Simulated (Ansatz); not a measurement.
Ansatz (a program for electronic structure) input (CCSD(T)/def2-SVPD):

Ansatz 0.2 input:
```yaml
crystal:
  periodic: [false, false, false]
  atoms:
    - {symbol: W, position_ang: [0.00432352, -0.01620327, 0.00235466]}
    - {symbol: H, position_ang: [0.67534237, 1.52778282, 0.42717042]}
    - {symbol: H, position_ang: [-0.32034178, 0.43507741, 1.64420452]}
    - {symbol: H, position_ang: [-0.88043414, -1.41661366, 0.71390872]}
    - {symbol: H, position_ang: [1.63469902, -0.19174819, -0.61143174]}
    - {symbol: H, position_ang: [-0.03956297, 1.07968962, -1.34364703]}
    - {symbol: H, position_ang: [-1.38964281, -0.23514632, -1.00444950]}
basis:
  gaussian:
    orbitals: def2-SVPD
total_charge: -1
magnetization: {spin_polarized: true, initial_magnetization: 1}
correlation: {method: ccsd_t, electrons: outside_noble_gas}
output: {forces: true}
```

End of the output:

```
mean field evaluation 128: about -1896.8778 eV, gradient 6.8e-4 eV
mean field evaluation 160: about -1892.6975 eV, gradient 3.2e0 eV
mean field evaluation 192: about -1894.4539 eV, gradient 6.1e-4 eV
mean field evaluation 224: about -1895.3959 eV, gradient 5.7e0 eV
mean field evaluation 256: about -1896.2211 eV, gradient 9.5e-3 eV
mean field evaluation 288: about -1894.2107 eV, gradient 5.1e-1 eV
mean field evaluation 320: about -1894.1440 eV, gradient 1.2e-2 eV
mean field evaluation 352: about -1897.8136 eV, gradient 1.2e-1 eV
mean field -1897.81533002 eV, -69.7434269929 hartree, gradient 2.2e-6 eV, S^2 0.774850; 9 other end points of the search recorded, 0 dependent functions left out
determinant -1897.81533002 eV, -69.7434269929 hartree, with singles and doubles -1905.88806003 eV, -70.0400943486 hartree
determinant -1896.87778148 eV, -69.7089727195 hartree, with singles and doubles -1904.92909733 eV, -70.0048531197 hartree
determinant -1896.22107216 eV, -69.6848390972 hartree, with singles and doubles -1904.39896751 eV, -69.9853712080 hartree
determinant -1894.45391880 eV, -69.6198974089 hartree, with singles and doubles -1902.19691079 eV, -69.9044471163 hartree
4 core orbitals not correlated
reference -1897.81533002 eV, -69.7434269929 hartree; 7, 6 occupied and 72, 73 virtual orbitals, 804 factors
densities: 0.68 GiB planned
second order -7.10849613 eV of doubles, -0.00000000 eV of singles
coupled cluster: 0.46 GiB planned
cycle   1  -8.00774012 eV  change   -2.4e-1 eV  update   2.6e-2
cycle   2  -8.01848815 eV  change   -1.1e-2 eV  update   8.0e-3
cycle   3  -8.02330188 eV  change   -4.8e-3 eV  update   3.4e-3
cycle   4  -8.02521915 eV  change   -1.9e-3 eV  update   1.2e-3
cycle   5  -8.02631843 eV  change   -1.1e-3 eV  update   6.7e-4
cycle   6  -8.02651990 eV  change   -2.0e-4 eV  update   4.0e-4
cycle   7  -8.02673210 eV  change   -2.1e-4 eV  update   2.4e-4
cycle   8  -8.02667244 eV  change    6.0e-5 eV  update   1.4e-4
cycle   9  -8.02661958 eV  change    5.3e-5 eV  update   7.8e-5
cycle  10  -8.02662149 eV  change   -1.9e-6 eV  update   3.8e-5
cycle  11  -8.02662083 eV  change    6.6e-7 eV  update   1.8e-5
cycle  12  -8.02662275 eV  change   -1.9e-6 eV  update   8.4e-6
cycle  13  -8.02662054 eV  change    2.2e-6 eV  update   3.9e-6
cycle  14  -8.02662090 eV  change   -3.5e-7 eV  update   1.7e-6
cycle  15  -8.02662112 eV  change   -2.2e-7 eV  update   7.9e-7
cycle  16  -8.02662099 eV  change    1.2e-7 eV  update   4.0e-7
perturbative correction -0.32434518 eV, -0.0119194657 hartree
the calculation of the forces begins
Total energy: -1906.16629620 eV, -70.0503193394 hartree
Atom 0 at     0.004324    -0.016203     0.002355 Å, force     0.025330    -0.209751     0.042850 eV/Å
Atom 1 at     0.675342     1.527783     0.427170 Å, force     0.018105     0.107531     0.029161 eV/Å
Atom 2 at    -0.320342     0.435077     1.644205 Å, force     0.003946     0.083206     0.104417 eV/Å
Atom 3 at    -0.880434    -1.416614     0.713909 Å, force    -0.068581    -0.098729     0.052670 eV/Å
Atom 4 at     1.634699    -0.191748    -0.611432 Å, force     0.124666     0.005680    -0.051767 eV/Å
Atom 5 at    -0.039563     1.079690    -1.343647 Å, force    -0.023799     0.081266    -0.074636 eV/Å
Atom 6 at    -1.389643    -0.235146    -1.004449 Å, force    -0.079668     0.030798    -0.102695 eV/Å
Dipole moment:     0.105666    -0.206717     0.009649 e Å
```

The spin state was set by rule; other spins were not relaxed.
